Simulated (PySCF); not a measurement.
Compound: cyclopentadienecarbonitrile, C6H5N.
Atom-mapped SMILES: `[N:1]#[C:2][C:3]1=[CH:4][CH:5]=[CH:6][CH2:7]1` (hydrogens: H8 on C4; H9 on C5; H10 on C6; H11, H12 on C7)

The same species was optimised twice, with GFN2-xTB and with PBE0-D3(BJ)/def2-SVP (PySCF), and the same property calculations (PySCF, gas phase) were run on both structures.

```json
{"coordinate": "C2–C3 (Å)", "GFN2-xTB": "1.397", "PBE0-D3(BJ)/def2-SVP": "1.417", "change": "+0.020"}
{"coordinate": "C4–C5 (Å)", "GFN2-xTB": "1.438", "PBE0-D3(BJ)/def2-SVP": "1.454", "change": "+0.016"}
{"coordinate": "N1≡C2 (Å)", "GFN2-xTB": "1.149", "PBE0-D3(BJ)/def2-SVP": "1.162", "change": "+0.013"}
{"coordinate": "C5=C6 (Å)", "GFN2-xTB": "1.343", "PBE0-D3(BJ)/def2-SVP": "1.353", "change": "+0.010"}
{"coordinate": "C3=C4 (Å)", "GFN2-xTB": "1.355", "PBE0-D3(BJ)/def2-SVP": "1.361", "change": "+0.006"}
{"coordinate": "C6–C7 (Å)", "GFN2-xTB": "1.489", "PBE0-D3(BJ)/def2-SVP": "1.491", "change": "+0.002"}
{"coordinate": "C3–C7 (Å)", "GFN2-xTB": "1.501", "PBE0-D3(BJ)/def2-SVP": "1.501", "change": "0.000"}
{"coordinate": "C2–C3–C7 (°)", "GFN2-xTB": "123.2", "PBE0-D3(BJ)/def2-SVP": "124.1", "change": "+0.9"}
{"coordinate": "C3–C7–C6 (°)", "GFN2-xTB": "102.4", "PBE0-D3(BJ)/def2-SVP": "103.1", "change": "+0.7"}
{"coordinate": "C2–C3–C4 (°)", "GFN2-xTB": "127.6", "PBE0-D3(BJ)/def2-SVP": "126.9", "change": "-0.7"}
{"coordinate": "N1–C2–C3 (°)", "GFN2-xTB": "179.3", "PBE0-D3(BJ)/def2-SVP": "178.8", "change": "-0.5"}
{"coordinate": "C4–C5–C6 (°)", "GFN2-xTB": "109.5", "PBE0-D3(BJ)/def2-SVP": "109.2", "change": "-0.3"}
{"coordinate": "C4–C3–C7 (°)", "GFN2-xTB": "109.2", "PBE0-D3(BJ)/def2-SVP": "109.0", "change": "-0.2"}
{"coordinate": "C5–C6–C7 (°)", "GFN2-xTB": "109.8", "PBE0-D3(BJ)/def2-SVP": "109.6", "change": "-0.2"}
{"coordinate": "C3–C4–C5 (°)", "GFN2-xTB": "109.1", "PBE0-D3(BJ)/def2-SVP": "109.1", "change": "0.0"}
```

Rotational constants: A = 8443, B = 1946, C = 1597 MHz (GFN2-xTB) against A = 8389, B = 1906, C = 1568 MHz (PBE0-D3(BJ)/def2-SVP). Point groups within 0.08 Å: Cs and Cs.

On the GFN2-xTB structure: lowest singlet, TDDFT (eV) 4.70 [CAM-B3LYP/def2-SVPD]; lowest triplet, Tamm–Dancoff (eV) 2.71 [CAM-B3LYP/def2-SVPD]; isotropic polarisability (au) 72.4 [CAM-B3LYP/def2-SVPD]; HOMO (eV) -8.29 [CAM-B3LYP/def2-SVPD]; LUMO (eV) -0.82 [CAM-B3LYP/def2-SVPD]; dipole (D) 4.67 [CAM-B3LYP/def2-SVPD]; HOMO (eV) -7.07 [PBE0/pcSseg-1]; LUMO (eV) -1.90 [PBE0/pcSseg-1]; dipole (D) 4.58 [PBE0/pcSseg-1]; GIAO shielding of N1 (ppm) -58.2 [PBE0/pcSseg-1]; GIAO shielding of C2 (ppm) 65.5 [PBE0/pcSseg-1]; GIAO shielding of C3 (ppm) 64.0 [PBE0/pcSseg-1]; GIAO shielding of C4 (ppm) 31.3 [PBE0/pcSseg-1]; GIAO shielding of C5 (ppm) 46.7 [PBE0/pcSseg-1]; GIAO shielding of C6 (ppm) 37.7 [PBE0/pcSseg-1]; GIAO shielding of C7 (ppm) 137.3 [PBE0/pcSseg-1].

**Question.** What do these properties become on the PBE0-D3(BJ)/def2-SVP structure?

**Answer.** 
```csv
property,level,on GFN2-xTB,on PBE0-D3(BJ)/def2-SVP,change
"lowest singlet, TDDFT (eV)",CAM-B3LYP/def2-SVPD,4.70,4.69,-0.01
"lowest triplet, Tamm–Dancoff (eV)",CAM-B3LYP/def2-SVPD,2.71,2.71,0.00
isotropic polarisability (au),CAM-B3LYP/def2-SVPD,72.4,73.7,+1.3
HOMO (eV),CAM-B3LYP/def2-SVPD,-8.29,-8.30,-0.01
LUMO (eV),CAM-B3LYP/def2-SVPD,-0.82,-0.84,-0.02
dipole (D),CAM-B3LYP/def2-SVPD,4.67,4.69,+0.02
"energy, GFN2-xTB geometry as zero (kcal/mol)",CAM-B3LYP/def2-SVPD,0.0,-0.9,-0.9
HOMO (eV),PBE0/pcSseg-1,-7.07,-7.09,-0.02
LUMO (eV),PBE0/pcSseg-1,-1.90,-1.92,-0.02
dipole (D),PBE0/pcSseg-1,4.58,4.60,+0.02
"energy, GFN2-xTB geometry as zero (kcal/mol)",PBE0/pcSseg-1,0.0,-0.4,-0.4
GIAO shielding of N1 (ppm),PBE0/pcSseg-1,-58.2,-63.1,-4.9
GIAO shielding of C2 (ppm),PBE0/pcSseg-1,65.5,63.3,-2.2
GIAO shielding of C3 (ppm),PBE0/pcSseg-1,64.0,61.7,-2.3
GIAO shielding of C4 (ppm),PBE0/pcSseg-1,31.3,29.1,-2.2
GIAO shielding of C5 (ppm),PBE0/pcSseg-1,46.7,43.8,-2.9
GIAO shielding of C6 (ppm),PBE0/pcSseg-1,37.7,36.2,-1.5
GIAO shielding of C7 (ppm),PBE0/pcSseg-1,137.3,136.6,-0.7
```

The heavy atoms differ by 0.018 Å rms after alignment. Among bonds between heavy atoms C2–C3 changes most (+0.020 Å). Changes are differences of the printed values. Neither structure is proved a minimum here.
